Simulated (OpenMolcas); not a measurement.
## neutral palladium: effect of the active space

- Program: OpenMolcas
- Method: SS-CASPT2 or its RAS form, IPEA 0.25 Eh, imaginary shift 0.1 Eh
- Basis: ANO-RCC-VDZP
- Scalar Hamiltonian: DKH2, point nucleus
- Spin-orbit coupling: state interaction with AMFI integrals over the reference wave functions, term energies averaged over their components

A. 10 electrons in 6 orbitals (4d 5s); 2S+1 = 3 even, 15 roots; 2S+1 = 1 even, 20 roots; closed shells correlated: 4s 4p; CASPT2 step roughly 4 core-seconds
B. 10 electrons in 9 orbitals (RAS2 4d 5s; RAS3 5p, at most 2 electrons); 2S+1 = 1 even, 20 roots; 2S+1 = 3 even, 15 roots kept (CI in the orbitals of an earlier block); closed shells correlated: 4s 4p; CASPT2 step about 25 core-seconds

Energies in eV above 4d10 1S0, the measured ground level; measured values from NIST Handbook of Basic Atomic Spectroscopic Data.

```tsv
Level	A	B	Measured
4d10 1S0	0.0000	0.0000	0.0000
4d9 5s 3D3	1.275	1.367	0.8139
4d9 5s 3D2 [75 %]	1.421	1.521	0.9615
4d9 5s 3D1	1.731	1.817	1.2515
4d9 5s 1D2 [75 %]	1.928	2.044	1.4533
4d8 5s2 3F4	3.495	3.727	3.1122
4d8 5s2 3F3	3.874	4.102	3.4981
4d8 5s2 3F2	4.059	4.288	3.6837
```

Deviations, from unrounded energies. A percentage is the sum of absolute deviations over the sum of measured energies, with the sign that they share, or ± where signs differ.

```tsv
Against measurement	Levels	A	B
mean absolute deviation (cm-1)	7	3500	4700
other configurations (%)	7	+20.4	+27.7
```

A lies closest to measurement on these levels. The largest miss of A in the table is 4d9 5s 3D1, by +3900 cm-1. The ranking rests on the paired levels alone, and a cruder setting can come out closer through cancelling errors.

Between A and B the level of the table that moves most is 4d8 5s2 3F4, by 1900 cm-1 (lowest in A, highest in B). Moves below CASPT2's spread within the term are not significant.

CASPT2 does not keep the components of a term degenerate, so their means are used; among the terms shown or strongly mixed into the levels shown the widest spread is 810 cm-1 (4d8 5s2 3F, B). Over all roots computed the reference weight is 0.82 to 0.89 in A, 0.82 to 0.91 in B; the roots of lowest weight are the least certain, and an intruder state may touch them. A single d shell beside an s shell can misplace configurations of different d count against each other. Terms from blocks run as CI alone lack orbitals of their own (holds for B). No level of 4d9 5p was computed, though it lies in the active space (holds for B). Computed and measured levels are paired by configuration, term and J; levels that our copy of the source lacks, or whose pairing is in doubt (as where it misses far off the trend of its configuration), stay unpaired and out of the deviations. Where the source uses jj or jK labels, the order within each J decides. Levels of configurations outside the active space are missing. The table leaves out levels that lie high or whose names do not pair safely across all columns.

A share in square brackets marks a mixed level and gives the weight of the term that names it, the lowest over the columns.
